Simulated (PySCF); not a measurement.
Working out the ionisation energy of Se²⁺

Se²⁺ [Ar] 3d10 4s2 4p2 (3P) → Se³⁺ [Ar] 3d10 4s2 4p1 (2P). Computed with PySCF 2.14 in aug-cc-pVDZ-PP with ECP10MDF (5s4p3d, 32 functions), with a scalar-relativistic core potential. Frozen: 3s2 3p6 3d10. Energies in hartree (1 hartree = 27.21139 eV):

| part | Se²⁺ (lower) | Se³⁺ (upper) |
| --- | --- | --- |
| UHF | -370.767694 | -369.629406 |
| CCSD correlation | -0.060523 | -0.049733 |
| (T) | -0.000598 | -0.000367 |

**Question.** What does Hartree-Fock give?

**Answer.** (-369.629406) − (-370.767694) = 1.138288 hartree = 30.974 eV.

**Question.** What do CCSD and CCSD(T) give?

**Answer.** The CCSD correlation energies differ by 0.010790 hartree = 0.294 eV and the triples by 0.000231 hartree = 0.006 eV, so CCSD gives 31.268 eV and CCSD(T) 31.274 eV.

Reference: 31.697 ± 0.019 eV (measured; NIST Atomic Spectra Database, ionization energies), between the lowest levels; spin-orbit coupling is absent from the calculation.

A double-zeta basis recovers only part of the correlation energy.

What remains against the reference includes basis incompleteness, the frozen core and higher excitations.
